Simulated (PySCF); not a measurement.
Computed shifts of a molecule GeH₆O₂Si, PBE/pcSseg-1 (PySCF), GIAO, gas phase, atoms alike by connectivity averaged where their shifts nearly agree, in ppm (number of nuclei): ²⁹Si: -108.1 (1). ¹H: 6.38 (1), 3.85 (3), 1.89 (1), 1.72 (1). References: ¹⁷O against H2O (σ = 334.3 ppm); ⁷³Ge against GeH4 (σ = 1614.4 ppm); ²⁹Si against TMS (σ = 335.4 ppm); ¹H against TMS (σ = 31.49 ppm), references at their B3LYP-D3(BJ)/def2-TZVP geometries, non-relativistic. Geometry: TPSSh-D3(BJ)/def2-SVP. Other conformers were not sampled.

### Question
Which molecule gave these data?
A. O[SiH2][O][GeH3]
B. O[SiH2][GeH2][OH]
C. [OH][GeH]([OH])[SiH3]
D. [OH][GeH2][O][SiH3]

### Answer
C, [OH][GeH]([OH])[SiH3]
